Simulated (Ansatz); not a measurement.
Born–Oppenheimer molecular dynamics of a periodic cell of 40 atoms, H4C (contents 8 CH4, density as packed 0.47 g/cm³ with natural masses). It goes on from the last frame of an earlier run, with new velocities.

Computed with Ansatz, DFT r2SCAN-D3(BJ), scalar-relativistic, plane waves, PAW. Settings: cutoff 500 eV, k mesh 1x1x1, fermi-dirac smearing 0.05 eV, no spin polarisation.

```yaml
ensemble: NVT, Langevin thermostat
time_step: 0.5 fs
steps_asked: 30
set_temperature: 400 K
friction: 0.005 /fs
seed: 907007
```

Frames 1 fs apart, positions in Å.

Velocities at 10.0 fs (Å/ps):

```
C -6.75 -3.54 10.50
H 20.05 -12.44 -23.38
H -3.31 -2.09 10.95
H -13.93 -11.98 -16.40
H 10.37 16.24 1.76
C 8.82 -6.67 3.87
H 11.21 35.19 -13.31
H -0.41 7.25 8.15
H 6.77 22.31 16.81
H -5.68 -35.58 26.29
C 7.58 -1.17 3.54
H 6.90 -17.62 31.57
H -11.84 30.29 34.15
H 9.37 14.49 18.35
H -5.96 6.58 3.47
C -3.66 -2.60 3.30
H 39.99 -18.41 -15.43
H -25.87 2.17 41.63
H -0.78 16.26 9.24
H -14.69 23.43 -12.34
C -6.04 2.14 -3.17
H 5.01 32.57 -18.54
H -2.14 -32.91 22.38
H -2.52 -5.95 13.53
H 6.52 41.18 -4.90
C -6.67 -0.09 -1.40
H 2.01 16.17 -6.78
H 15.34 1.16 -8.66
H -19.16 14.85 13.23
H -5.55 9.20 -26.25
C -1.68 -1.20 -10.23
H 54.23 -10.20 -8.24
H 20.53 -11.30 -5.29
H -10.74 -3.19 -0.22
H -23.52 -3.81 -1.11
C 4.46 -4.62 -2.93
H -11.54 -10.30 -11.12
H 8.69 14.65 -8.08
H -11.79 15.14 -20.13
H 21.55 26.14 13.41
```

```xyz
40
Lattice="7.6835 0.0000 0.0000 0.0000 7.6835 0.0000 0.0000 0.0000 7.6835" Properties=species:S:1:pos:R:3 time_fs=10.0 energy_less_start_eV=0.103 T=396
C 0.792 5.811 2.736
H 1.596 6.525 2.888
H 0.417 5.524 3.716
H 1.235 4.979 2.236
H 0.026 6.370 2.201
C 0.877 3.177 6.979
H 0.588 3.992 7.654
H 0.594 3.414 5.994
H 0.267 2.325 7.326
H 1.969 3.021 7.043
C 3.511 0.847 6.619
H 3.188 1.192 7.581
H 2.733 0.165 6.193
H 4.419 0.286 6.779
H 3.761 1.623 5.934
C 4.630 -0.684 2.129
H 4.561 -0.306 3.142
H 5.004 0.113 1.506
H 3.654 -0.963 1.758
H 5.310 -1.526 2.064
C 6.925 6.580 6.040
H 6.943 7.338 6.728
H 6.364 5.788 6.487
H 7.859 6.209 5.670
H 6.202 6.763 5.243
C 6.128 3.016 2.137
H 5.587 2.973 1.210
H 6.584 2.051 2.297
H 5.407 3.295 2.879
H 6.861 3.816 2.008
C 3.614 5.003 5.050
H 4.184 5.671 5.657
H 2.858 4.437 5.535
H 4.340 4.386 4.522
H 3.114 5.676 4.383
C 2.329 2.254 2.936
H 2.619 3.212 3.303
H 2.301 1.495 3.744
H 2.996 1.968 2.124
H 1.366 2.394 2.472
40
Lattice="7.6835 0.0000 0.0000 0.0000 7.6835 0.0000 0.0000 0.0000 7.6835" Properties=species:S:1:pos:R:3 time_fs=11.0 energy_less_start_eV=0.054 T=403
C 0.786 5.807 2.747
H 1.616 6.514 2.864
H 0.414 5.522 3.727
H 1.221 4.966 2.217
H 0.034 6.383 2.202
C 0.887 3.170 6.984
H 0.599 4.026 7.639
H 0.593 3.420 5.997
H 0.277 2.346 7.342
H 1.960 2.984 7.068
C 3.518 0.845 6.623
H 3.195 1.177 7.614
H 2.723 0.197 6.226
H 4.431 0.301 6.798
H 3.754 1.632 5.936
C 4.626 -0.687 2.132
H 4.600 -0.323 3.129
H 4.980 0.116 1.545
H 3.651 -0.949 1.766
H 5.297 -1.505 2.052
C 6.918 6.581 6.037
H 6.948 7.380 6.716
H 6.364 5.753 6.513
H 7.858 6.205 5.685
H 6.210 6.809 5.236
C 6.122 3.016 2.135
H 5.588 2.989 1.202
H 6.600 2.052 2.290
H 5.388 3.308 2.895
H 6.854 3.824 1.984
C 3.613 5.003 5.040
H 4.236 5.659 5.653
H 2.878 4.425 5.535
H 4.329 4.383 4.521
H 3.088 5.672 4.377
C 2.333 2.249 2.933
H 2.607 3.204 3.293
H 2.309 1.512 3.733
H 2.984 1.982 2.105
H 1.385 2.421 2.485
40
Lattice="7.6835 0.0000 0.0000 0.0000 7.6835 0.0000 0.0000 0.0000 7.6835" Properties=species:S:1:pos:R:3 time_fs=12.0 energy_less_start_eV=0.219 T=373
C 0.780 5.804 2.758
H 1.633 6.500 2.844
H 0.409 5.521 3.736
H 1.202 4.952 2.199
H 0.042 6.391 2.201
C 0.897 3.164 6.990
H 0.612 4.056 7.620
H 0.591 3.423 5.990
H 0.288 2.364 7.357
H 1.946 2.945 7.093
C 3.526 0.843 6.627
H 3.200 1.171 7.641
H 2.715 0.229 6.259
H 4.448 0.316 6.817
H 3.744 1.645 5.934
C 4.622 -0.691 2.137
H 4.635 -0.338 3.126
H 4.961 0.128 1.576
H 3.646 -0.938 1.775
H 5.286 -1.493 2.039
C 6.909 6.582 6.034
H 6.955 7.436 6.712
H 6.367 5.719 6.540
H 7.863 6.204 5.699
H 6.222 6.858 5.226
C 6.115 3.018 2.132
H 5.584 3.002 1.192
H 6.616 2.057 2.287
H 5.375 3.320 2.912
H 6.846 3.831 1.964
C 3.612 5.003 5.029
H 4.281 5.646 5.656
H 2.892 4.409 5.541
H 4.317 4.375 4.518
H 3.062 5.666 4.366
C 2.337 2.243 2.929
H 2.602 3.201 3.291
H 2.318 1.530 3.721
H 2.975 1.995 2.087
H 1.394 2.444 2.497
40
Lattice="7.6835 0.0000 0.0000 0.0000 7.6835 0.0000 0.0000 0.0000 7.6835" Properties=species:S:1:pos:R:3 time_fs=13.0 energy_less_start_eV=0.434 T=339
C 0.775 5.802 2.769
H 1.647 6.483 2.825
H 0.405 5.521 3.745
H 1.175 4.937 2.184
H 0.049 6.394 2.201
C 0.906 3.159 6.996
H 0.630 4.078 7.595
H 0.589 3.426 5.979
H 0.296 2.375 7.375
H 1.931 2.907 7.118
C 3.533 0.840 6.631
H 3.209 1.173 7.660
H 2.707 0.256 6.290
H 4.468 0.325 6.832
H 3.731 1.661 5.933
C 4.617 -0.694 2.141
H 4.666 -0.352 3.138
H 4.945 0.151 1.598
H 3.634 -0.929 1.785
H 5.285 -1.493 2.024
C 6.899 6.581 6.031
H 6.968 7.490 6.710
H 6.377 5.699 6.565
H 7.873 6.204 5.713
H 6.239 6.906 5.214
C 6.109 3.021 2.128
H 5.575 3.011 1.178
H 6.631 2.063 2.285
H 5.370 3.328 2.923
H 6.837 3.834 1.950
C 3.613 5.005 5.018
H 4.312 5.628 5.657
H 2.905 4.388 5.553
H 4.304 4.363 4.509
H 3.039 5.658 4.352
C 2.342 2.237 2.925
H 2.604 3.205 3.294
H 2.327 1.539 3.716
H 2.970 2.005 2.073
H 1.391 2.462 2.507
40
Lattice="7.6835 0.0000 0.0000 0.0000 7.6835 0.0000 0.0000 0.0000 7.6835" Properties=species:S:1:pos:R:3 time_fs=14.0 energy_less_start_eV=0.539 T=312
C 0.770 5.799 2.779
H 1.658 6.460 2.808
H 0.401 5.522 3.752
H 1.139 4.926 2.174
H 0.055 6.388 2.203
C 0.915 3.157 7.003
H 0.655 4.089 7.568
H 0.592 3.425 5.970
H 0.301 2.379 7.394
H 1.925 2.871 7.141
C 3.539 0.838 6.637
H 3.220 1.177 7.666
H 2.695 0.277 6.316
H 4.487 0.329 6.845
H 3.713 1.676 5.937
C 4.612 -0.696 2.146
H 4.693 -0.367 3.161
H 4.934 0.181 1.611
H 3.616 -0.923 1.798
H 5.289 -1.505 2.007
C 6.888 6.580 6.029
H 6.983 7.530 6.702
H 6.394 5.696 6.587
H 7.883 6.208 5.726
H 6.260 6.950 5.200
C 6.103 3.024 2.125
H 5.562 3.014 1.165
H 6.642 2.075 2.286
H 5.374 3.331 2.926
H 6.824 3.833 1.941
C 3.614 5.007 5.008
H 4.327 5.604 5.652
H 2.920 4.366 5.568
H 4.291 4.350 4.496
H 3.018 5.651 4.338
C 2.346 2.232 2.920
H 2.611 3.214 3.299
H 2.336 1.537 3.717
H 2.969 2.009 2.062
H 1.373 2.475 2.515
```

Of the whole run (15 fs, mean temperature of the second half 351 K): The mean temperature of the second half is 12 % below the set value. A run of 0.015 ps of so small a system gives no equilibrium averages. Limits of this set-up: coarse k mesh.

Run time: 16 min on 1 thread of Arm Neoverse V1, with other jobs on the host, peak memory 1.3 GiB.
